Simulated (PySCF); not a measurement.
## Dipole response of Ga²⁺ (gallium, charge +2)

[Ar] 3d10 4s1, 2S determinant. Calculation: PySCF 2.14, in aug-cc-pV5Z-PP with ECP10MDF; scalar relativity through the core potential. Coupled (time-dependent) response in atomic units; α is the mean over directions.

```tsv
method	mean α (bohr³)	C₆ (like pair)	S(−4)
M06-L	10.06	30.75	83.94
```

S(−4) is the Cauchy moment in α(ω) = α(0) + S(−4) ω² + …

α(iu) at M06-L:

```json
{"u (hartree)": "0", "α(iu) (bohr³)": "10.06"}
{"u (hartree)": "0.0500", "α(iu) (bohr³)": "9.856"}
{"u (hartree)": "0.100", "α(iu) (bohr³)": "9.295"}
{"u (hartree)": "0.200", "α(iu) (bohr³)": "7.637"}
{"u (hartree)": "0.300", "α(iu) (bohr³)": "6.005"}
{"u (hartree)": "0.500", "α(iu) (bohr³)": "3.833"}
{"u (hartree)": "0.750", "α(iu) (bohr³)": "2.507"}
{"u (hartree)": "1.00", "α(iu) (bohr³)": "1.835"}
{"u (hartree)": "1.50", "α(iu) (bohr³)": "1.177"}
{"u (hartree)": "2.00", "α(iu) (bohr³)": "0.8509"}
{"u (hartree)": "3.00", "α(iu) (bohr³)": "0.5206"}
{"u (hartree)": "5.00", "α(iu) (bohr³)": "0.2553"}
```

A single London oscillator, α(iu) = α/(1 + u²/ω²), gives C₆ = (3/4) ω α². Matching the computed C₆ needs ω = 4 × 30.75 / (3 × 10.06²) = 0.405 hartree.

For an ion, C₆ is the dispersion term alone; charge-induced terms of lower order in 1/R come first.

Energies and moments cover only the electrons outside the core potential.
